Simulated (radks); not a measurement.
Question: Excited configurations of the germanium ion Ge7+: one electron is placed in a higher orbital outside [Ar] 3d6. The ground configuration is [Ar] 3d7. All-electron calculation, Dirac Kohn-Sham, LDA (Slater exchange, Perdew-Wang correlation), spin-unpolarised, spherical densities, finite nucleus; open shells fill j = l - 1/2 first; Fermi nuclear charge, rms radius 4.0742 fm. Program: a radial shooting solver on a logarithmic mesh with Libxc functionals. Excitation = E - E(ground); binding = E(ion) - E, where the ion is the core of charge +8; n* = 8/sqrt(2 binding) in atomic units. These energies are relativistic, and a one-electron ion of charge +8 with no core already has n* below n in this formula (Dirac formula, point nucleus: 4s1/2 3.999, 4p1/2 3.999, 4d3/2 3.999, 6s1/2 5.999, 6d3/2 5.999, 7s1/2 6.998, 7d3/2 6.999, 7f5/2 7.000). The quantum defect is therefore taken as that value minus n*, so that it holds no relativistic shift of the bare ion.

| outer orbital | excitation (eV) | binding (eV) | n* | quantum defect | eigenvalue (eV) | <r> (bohr) |
|---|---|---|---|---|---|---|
| 4s1/2 | 63.450 | 116.06 | 2.739 | 1.259 | -108.80 | 1.445 |
| 4d3/2 | 102.38 | 77.131 | 3.360 | 0.639 | -71.445 | 1.774 |
| 6s1/2 | 140.91 | 38.594 | 4.750 | 1.249 | -36.508 | 4.270 |
| 6d3/2 | 149.10 | 30.408 | 5.351 | 0.648 | -28.653 | 5.052 |
| 7s1/2 | 153.08 | 26.426 | 5.740 | 1.258 | -25.046 | 6.233 |
| 7d3/2 | 157.84 | 21.672 | 6.339 | 0.661 | -20.492 | 7.237 |
| 7f5/2 | 160.68 | 18.827 | 6.801 | 0.199 | -17.754 | 7.974 |

Estimate the row for 4p1/2.

Answer: excitation (eV) 78.253; binding (eV) 101.26; n* 2.933; quantum defect 1.066; eigenvalue (eV) -94.526; <r> (bohr) 1.540. The Delta-SCF ionisation energy is 179.51 eV (NIST Atomic Spectra Database: 176 eV, theoretical). Self-interaction in the functional shifts the binding energies and quantum defects, so they are the method's values and not measured ones. Spin polarisation and multiplet splitting are left out, so open shells lie too high by an amount that depends on their filling.

Beside tabulated values, note that spin-unpolarised runs miss the spin-polarisation part of the exchange energy of open shells.
